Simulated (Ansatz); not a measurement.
Consider the atomization: `[CH3][GaH][GeH2][C]#N` → 2 C• + Ga• + Ge• + 6 H• + N•.

Gas-phase electronic energies from Ansatz, PBE0-D4/def2-TZVP geometries. CCSD(T)/CBS adds triple-zeta CCSD(T) − MP2 to the extrapolated MP2 energy (def2 sets, frozen cores). This one scheme is used for every species, atoms too. DFT in def2-TZVPP. B3LYP here is the variant with VWN-RPA as its local correlation; programs differ in this. No spin–orbit coupling; open shells (•) take unrestricted orbitals. Spin–orbit coupling would lower the free atoms: a little for C; clearly for Ga, Ge. For Ga, Ge outer-core shells are correlated without core-valence functions, so the limit isn't a true one: a few kJ/mol of doubt a bond, and 10 to 20 or more in all where bonds break to atoms. Scalar relativity is left out up to krypton. One conformer a species, not always the lowest.

```tsv
level	ΔE (kJ/mol)	difference from CCSD(T)/CBS
PBE-D4	3828.9	52.3
r2SCAN-D4	3767.6	-9.0
PBE0-D4	3758.4	-18.2
B3LYP-D4	3752.0	-24.6
ωB97M-V	3759.9	-16.7
B2PLYP	3729.8	-46.8
PBE	3805.1	28.5
HF/def2-TZVPP	2664.7	-1111.9
MP2/def2-TZVPP	3750.4	-26.2
MP2/def2-QZVPP	3795.0	18.4
CCSD(T)/CBS	3776.6	0
```

Largest T1 diagnostic among the species: 0.013.

The D4 term adds +38.6 kJ/mol with B3LYP and +20.6 kJ/mol with PBE0; it sums over pairs of atoms, weighted by their polarisabilities, and B3LYP, whose exchange is more repulsive, gets the larger term. From PBE to PBE0 (25 % exact exchange), in def2-TZVPP and without D4, ΔE moves by −67.3 kJ/mol: exact exchange takes away binding that semilocal exchange gives to molecules. In def2-TZVPP, CCSD(T) changes the Hartree–Fock value by +1034.8 kJ/mol (the triples alone add +66.1 kJ/mol) and MP2 by +1085.7 kJ/mol; breaking electron pairs costs correlation energy, which Hartree–Fock lacks.

For atomizations the MP2-based limit and the directly extrapolated one differ by several kJ/mol either way, and by 10 to 25 for some Ge, Se and Sn compounds, so smaller differences from it don't rank the levels.
